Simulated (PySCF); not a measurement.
An unknown shows these calculated signals:

¹H NMR (500 MHz, computed): δ 3.60 (s, 3H), 2.64 (m, 1H), 2.47 (m, 1H), 2.22 (m, 1H), 2.09 (m, 1H), 1.99 (m, 1H), 1.95 (m, 1H), 1.56 (m, 1H), 0.40 (s, 3H).

¹³C{¹H} NMR (computed): δ 127.0 (C), 23.7 (CH2), 22.8 (CH), 22.3 (CH2), 20.8 (CH2), -2.4 (CH3).

Relativity neglected, isolated molecule, averaged over atoms made equivalent by symmetry, fast rotation or ring inversion, one computed conformer. Shieldings: GIAO PBE0/pcSseg-1; GFN2-xTB geometry; PySCF 2.14.

Shifts are taken against calculated references (same method and geometry level): TMS for ¹H (σref 31.72) and ¹³C (σref 186.93).

Which of these does the molecule contain: a nitrile, an NH or NH2 group, a Si–CH3 group, a non-aromatic C=C double bond, a Si–H bond, a C≡C triple bond?

## Answers


- A nitrile: yes (δC 127.0).
- An NH or NH2 group: no.
- A Si–CH3 group: yes (δC -2.4; δH 0.40 (s)).
- A non-aromatic C=C double bond: no.
- A Si–H bond: yes (δH 3.60 (s)).
- A C≡C triple bond: no.

The data belong to SMILES C1([Si@@](C)([SiH3])C#N)CCC1, C6H13NSi2; they needn't prove each group on their own.

Carbon signals by region: 1 in the sp2 and nitrile region (100–160 ppm), 5 below 50 ppm.

Shifts are as computed. Against solution values, carbons near 30 ppm lie about +3 ppm off and those near 130 ppm about +5 ppm. Of 1309 compounds with measured shifts, 239 miss one by over three times the rms of a fit or turn the order of signals round; such compounds aren't used in these exercises. No couplings were computed; multiplicities are counted from neighbouring protons, with m where these are inequivalent, close in shift, in a saturated or five-membered ring or joined by F or P, and br s for small geminal =CH2 splittings.
